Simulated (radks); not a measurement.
Values are calculated unless marked as measured or tabulated.
The osmium ion Os40+, configuration [Kr].

Code: a radial shooting solver on a logarithmic mesh with Libxc functionals. Model: scalar-relativistic Kohn-Sham, PBE, spin-polarised, spherical densities, finite nucleus; Fermi nuclear charge, rms radius 5.4126 fm.

Energy parts (hartree):
total: -16253.0219
kinetic: 18116.1438
electron-nucleus: -37652.1922
Hartree: 3548.8746
exchange-correlation: -265.8480

Orbitals (lengths in bohr, moments of r in powers of bohr; <r^-3> diverges for s and p1/2):
1s: occ. 2; eigenvalue (hartree) -2781.024; <r^4> 5.125e-07; <r^2> 0.0004336; <1/r> 90.42
2s: occ. 2; eigenvalue (hartree) -539.9531; <r^4> 0.00007596; <r^2> 0.006632; <1/r> 21.18
2p: occ. 6; eigenvalue (hartree) -479.0299; <r^-3> 21920; <r^4> 0.00006032; <r^2> 0.005521; <1/r> 19.06
3s: occ. 2; eigenvalue (hartree) -174.9651; <r^4> 0.002624; <r^2> 0.04193; <1/r> 7.952
3p: occ. 6; eigenvalue (hartree) -157.0053; <r^-3> 5093; <r^4> 0.002793; <r^2> 0.04247; <1/r> 7.323
3d: occ. 10; eigenvalue (hartree) -137.4517; <r^-3> 648.6; <r^4> 0.002084; <r^2> 0.03480; <1/r> 6.909
4s: occ. 2; eigenvalue (hartree) -80.31548; <r^4> 0.03975; <r^2> 0.1694; <1/r> 3.807
4p: occ. 6; eigenvalue (hartree) -73.64494; <r^-3> 1631; <r^4> 0.04588; <r^2> 0.1808; <1/r> 3.554
4d: occ. 0; eigenvalue (hartree) -65.98085; <r^-3> 202.4; <r^4> 0.04743; <r^2> 0.1806; <1/r> 3.336
5s: occ. 0; eigenvalue (hartree) -45.92422; <r^4> 0.3246; <r^2> 0.4931; <1/r> 2.204

The highest occupied level is 4p at -2004.0 eV. The electron density at the nucleus is 1.792e+06 e/bohr^3 (large components only). For comparison, the ionisation energy in NIST's Atomic Spectra Database is 1996 eV (theoretical). In exact Kohn-Sham theory the highest level is minus the ionisation energy, but local and semilocal functionals leave it too shallow, through self-interaction and a potential that decays too fast; potentials with the right tail come closer. Summed over all electrons, <r^2> = 2.157 bohr^2, which gives a Langevin (diamagnetic) susceptibility term of -1.71 x 10^-6 cm^3/mol.
